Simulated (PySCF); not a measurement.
Polarisability and C₆ of Tl (thallium, neutral)

[Xe] 4f14 5d10 6s2 6p1, 2P determinant. All numbers are calculated (PySCF 2.14, a scalar-relativistic core potential, in aug-cc-pVTZ-PP with one added diffuse shell each of d, f type with ECP60MDF (6s5p5d3f, 67 functions)). Coupled (time-dependent) response in atomic units; α is the mean over directions.

| method | mean α (bohr³) | α xx, yy, zz | C₆ (like pair) | S(−4) |
| --- | --- | --- | --- | --- |
| UHF | 77.33 | 56.52, 119.0, 56.52 | 834.0 | 3996 |
| PBE | 86.18 | 59.06, 140.4, 59.06 | 884.7 | 6561 |
| PBE0 | 79.14 | 55.67, 126.1, 55.67 | 819.2 | 4926 |

S(−4) is the Cauchy moment in α(ω) = α(0) + S(−4) ω² + …

Reference α: 50 ± 2 bohr³ (recommended; Schwerdtfeger and Nagle, table of static dipole polarizabilities (2023 update)). Published C₆: 509.0 (Gould and Bucko (2016)).

Spin-orbit coupling is absent.

α(iu) at PBE0:

```json
{"u (hartree)": "0", "α(iu) (bohr³)": "79.14"}
{"u (hartree)": "0.0500", "α(iu) (bohr³)": "69.24"}
{"u (hartree)": "0.100", "α(iu) (bohr³)": "53.43"}
{"u (hartree)": "0.200", "α(iu) (bohr³)": "33.21"}
{"u (hartree)": "0.300", "α(iu) (bohr³)": "23.05"}
{"u (hartree)": "0.500", "α(iu) (bohr³)": "13.54"}
{"u (hartree)": "0.750", "α(iu) (bohr³)": "8.553"}
{"u (hartree)": "1.00", "α(iu) (bohr³)": "6.075"}
{"u (hartree)": "1.50", "α(iu) (bohr³)": "3.623"}
{"u (hartree)": "2.00", "α(iu) (bohr³)": "2.419"}
{"u (hartree)": "3.00", "α(iu) (bohr³)": "1.283"}
{"u (hartree)": "5.00", "α(iu) (bohr³)": "0.5250"}
```

A single London oscillator, α(iu) = α/(1 + u²/ω²), gives C₆ = (3/4) ω α². Matching the computed C₆ needs ω = 4 × 819.2 / (3 × 79.14²) = 0.174 hartree.

The components differ because the open shell of this determinant is not spherical; for a pure term their mean is the scalar polarisability.

Energies and moments cover only the electrons outside the core potential. Spin-orbit coupling, absent here, splits the open shell strongly.
